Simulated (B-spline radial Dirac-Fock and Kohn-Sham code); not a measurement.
**What relativity does to the binding energies of Te¹⁶⁺**

System: the Te¹⁶⁺ ion, [Ar] 3d10 4s2 4p6.

Both columns are ΔSCF binding energies of the configuration average from an atomic code on a B-spline grid: non-relativistic Hartree-Fock with a point nucleus, and Dirac-Fock with a finite nucleus and the Coulomb interaction alone, averaged over the two j levels with weights 2j+1.

```
shell  Hartree-Fock (eV)  Dirac-Fock (eV)  shift (eV)  shift (%)
   1s            31120.4          32341.9    +1221.42      +3.92
   2s             5075.4           5377.1     +301.65      +5.94
   2p             4773.1           4861.8      +88.75      +1.86
   3s             1347.9           1413.6      +65.69      +4.87
   3p             1221.0           1241.7      +20.72      +1.70
   3d              987.5            979.2       -8.30      -0.84
   4s              513.0            529.6      +16.59      +3.23
   4p              460.3            465.4       +5.10      +1.11
```

Relativity binds 1s, 2s, 2p, 3s, 3p, 4s, 4p more strongly, among those listed most of all 2s in relative terms, and 3d more weakly, because the contracted s and p shells screen the nucleus better.

Values without a named source are computed, but for edge energies of neutral atoms, which are taken from tables.
